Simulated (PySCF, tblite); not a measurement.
Species: C3H8F2Si2.
Cartesian coordinates in Å at the GFN2-xTB level; atoms count from 1:
```
atom  x, y, z in Å
F1     1.8087   -0.7645    1.3542
C2     2.1224   -0.0578    0.2303
F3     2.8540    1.0131    0.6531
Si4    0.5129    0.5233   -0.6761
C5    -0.7705    1.1549    0.5900
Si6   -1.8168   -0.4550    0.4099
C7    -0.6125   -0.9887   -0.9986
H8     2.8011   -0.6884   -0.3601
H9     0.9694    1.3726   -1.7780
H10   -1.2897    2.0551    0.2730
H11   -0.3860    1.3506    1.5871
H12   -3.1940   -0.2280   -0.0345
H13   -1.7879   -1.3283    1.5807
H14   -0.1473   -1.9618   -0.8686
H15   -1.0684   -0.9890   -1.9843
```

Jobs on this species (15 atoms, 72 electrons) with PySCF (density fitting) and tblite. Hardware of each: Arm Neoverse N1, one thread, on a shared host. The host was shared with other jobs, so the times are rough.

| level and settings | work | basis functions | SCF cycles | wall time |
| --- | --- | --- | --- | --- |
| GFN2-xTB | Hessian by finite differences | – | – | 0.91 s |
| PBE0/pcSseg-1 | shieldings, ring-centre shieldings, charges and field gradients | 173 | ? | ? |
| GFN2-xTB | L-BFGS relaxation | – | – | 1.4 s |

**Question.** Fill in the missing figures.

**Answer.** 
- PBE0/pcSseg-1; shieldings, ring-centre shieldings, charges and field gradients: 41 s, 13 SCF cycles

**Question.** What do all jobs in the table cost together?

**Answer.** About 43 s; the longest takes about 95 % of that, and about 45 times as long as the shortest.
